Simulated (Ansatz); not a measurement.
Geometry optimisation, Ansatz, RKS B3LYP-D4/def2-SVP.

Input file:

```yaml
crystal:
  periodic: [false, false, false]
  atoms:
    - { symbol: Ti, position_ang: [0.0, 0.0, 0.0] }
    - { symbol: F, position_ang: [0.0, 0.0, 1.83] }
    - { symbol: Cl, position_ang: [2.2349, 0.0, -0.7892] }
    - { symbol: Cl, position_ang: [-1.1163, 1.9339, -0.7892] }
    - { symbol: F, position_ang: [-0.8619, -1.4933, -0.6094] }
basis:
  gaussian: { orbitals: def2-SVP }
hamiltonian:
  xc: b3lyp
  dispersion: d4
relax:
  f_tol: 0.02
  max_steps: 40
```

Run as:

```bash
$ ansatz run input.yaml --threads 2 --pin off --max-ram 3072MiB --backend cpu --events-out ev --progress --plain --runs-dir out
```

Where does it end, and by what steps?

It converged. After 3 steps the energy has fallen by 0.854 eV; Cl3 moved furthest, 0.18 Å.

| step | energy less start (eV) | largest force component (eV/Å) | accepted |
| --- | --- | --- | --- |
| 0 | 0.0000 | 2.962 | yes |
| 1 | -0.8183 | 1.030 | yes |
| 2 | -0.8528 | 0.155 | yes |
| 3 | -0.8538 | 0.018 | yes |

```xyz
5
Properties=species:S:1:pos:R:3
Ti 0.012 0.019 -0.015
F 0.008 0.014 1.713
Cl 2.067 0.008 -0.735
Cl -1.026 1.793 -0.735
F -0.804 -1.393 -0.586
```

Whether the end is a true minimum wasn't checked by a vibrational analysis.

The run took 13 s on 2 threads of AMD EPYC 7R43 64-Core Processor (Zen 3), on a shared host, peak memory 0.23 GiB.
